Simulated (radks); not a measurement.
The numbers below are computed, except where a source is named.
Effect of the nuclear size on the arsenic ion As+, [Ar] 3d10 4s2 4p2. Code: a radial shooting solver on a logarithmic mesh with Libxc functionals. Model: Dirac Kohn-Sham, BLYP, spin-unpolarised, spherical densities, finite nucleus; open shells fill j = l - 1/2 first; Fermi nuclear charge, rms radius 4.0968 fm. The rms radius is varied about that value; shifts are against it.

rms radius (fm),total energy shift (eV),density at nucleus (e/bohr^3),1s1/2 shift (meV),2s1/2 shift (meV),2p1/2 shift (meV),3s1/2 shift (meV),3p1/2 shift (meV),4s1/2 shift (meV)
3.2938,-0.141,3.611e+04,-59.8,-5.88,0.469,-0.887,0.093,-0.075
3.6871,-0.0754,3.583e+04,-32.0,-3.15,0.251,-0.475,0.050,-0.040
4.0968,0,3.558e+04,0.000,0.000,0.000,0.000,0.000,0.000
4.3795,0.0563,3.542e+04,23.9,2.35,-0.187,0.355,-0.037,0.030
4.9735,0.186,3.511e+04,79.0,7.78,-0.619,1.17,-0.123,0.099

Slopes of the eigenvalues against <r^2> in GHz/fm^2, as finite differences over the two radii next to the reference (eigenvalue slopes, not the field-shift constants of lines): 1s1/2 2420, 2s1/2 238, 2p1/2 -19.0, 3s1/2 35.9, 3p1/2 -3.76, 4s1/2 3.03.
